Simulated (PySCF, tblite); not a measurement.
Species: C5H11O4P.
SMILES with atom numbers: `[CH3:1][CH:2]([CH3:3])[O:4][P:5]1(=[O:6])[O:7][CH2:8][CH2:9][O:10]1` (hydrogens: H11, H12, H13 on C1; H14 on C2; H15, H16, H17 on C3; H18, H19 on C8; H20, H21 on C9)

Structure optimised with GFN2-xTB, isolated species.

Question: What internal coordinates does the optimisation give?

Answer: 
```tsv
bond	length (bohr)
C1–C2, C2–C3	2.875
C2–O4	2.706
O4–P5	3.020
P5=O6	2.741
P5–O7	3.069
O7–C8, C9–O10	2.662
C8–C9	2.923
P5–O10	3.036
C1–H11 and 5 like bonds	2.054
C2–H14	2.072
C8–H18, C9–H21	2.066
C8–H19, C9–H20	2.067
```

Bonds in one row agree within 0.02 bohr and their mean is given. A selection of angles:
```tsv
angle	degrees
C1–C2–C3	112.8
C1–C2–O4	107.2
C3–C2–O4	109.4
C2–O4–P5	117.3
O4–P5–O6	115.4
O4–P5–O7	105.3
O4–P5–O10	102.3
O6–P5–O7	116.5
O6–P5–O10	118.6
O7–P5–O10	96.1
P5–O7–C8	111.8
O7–C8–C9	107.1
P5–O10–C9	109.5
```

Dihedral angles: C1–C2–O4–P5 -162° (antiperiplanar); C2–O4–P5–O6 26° (synperiplanar); O4–P5–O7–C8 -88° (synclinal); P5–O7–C8–C9 -1° (synperiplanar); O7–C8–C9–O10 -18° (synperiplanar); C8–C9–O10–P5 30°; O4–P5–O10–C9 79° (synclinal). The mirror-image conformer, all signs reversed, is as good.

Of the pairs four or more bonds apart, O6···H14 is among the closest relative to their van der Waals radii: 2.47 Å, 91 % of the sum of Bondi's values. The 4 O–P bonds span 1.450 Å (P5=O6, drawn double) to 1.624 Å (P5–O7, drawn single), a spread of 0.174 Å. P5 (phosphoryl phosphorus) has angles from 96.1° to 118.6°. The C–C distances run from 1.521 Å (C1–C2, drawn single) to 1.547 Å (C8–C9, drawn single), a spread of 0.026 Å. The C–O distances run from 1.408 Å (O7–C8, drawn single) to 1.432 Å (C2–O4, drawn single), a spread of 0.024 Å. The 5-membered ring P5–O7–C8–C9–O10 has internal angles of 96.1° to 111.8°; it is puckered, 0.13 Å rms from its mean plane, widest ring torsion 30°.

Point group: C1 (no symmetry element, even within 0.4 Å). Its GFN2-xTB frequencies are all real (lowest 46 cm⁻¹). The numbers are those of one conformer.

The numbers are calculated, not measured.
